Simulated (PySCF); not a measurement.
Al(H)(F)(OH) (AlFH₂O), SMILES [AlH]([OH])[F].

The structure is a stationary point at PBE-D3(BJ)/def2-TZVP. One conformer was computed; it need not be the lowest.

The numbers are results of C-PCM-B3LYP/def2-SVP (PySCF 2.14.0), not measurements.

The values are the electrostatic part of the solvation free energy, E(continuum) − E(gas) at the gas-phase geometry, in a cavity of scaled van der Waals radii (PySCF's table); cavitation and dispersion terms are not included. A continuum can't describe solvent molecules that bind to the metal. In vacuum the orbital gap is 8.48 eV. The dipole moment in vacuum is 0.98 D.

Computed values in water (ε = 78.36), acetone (ε = 20.49), dichloromethane (ε = 8.93):
```csv
solvent,ε,ΔG(elec) (kcal/mol),dipole (D),gap (eV)
water,78.36,-7.7,1.15,8.71
acetone,20.49,-7.4,1.15,8.70
dichloromethane,8.93,-6.9,1.13,8.69
```
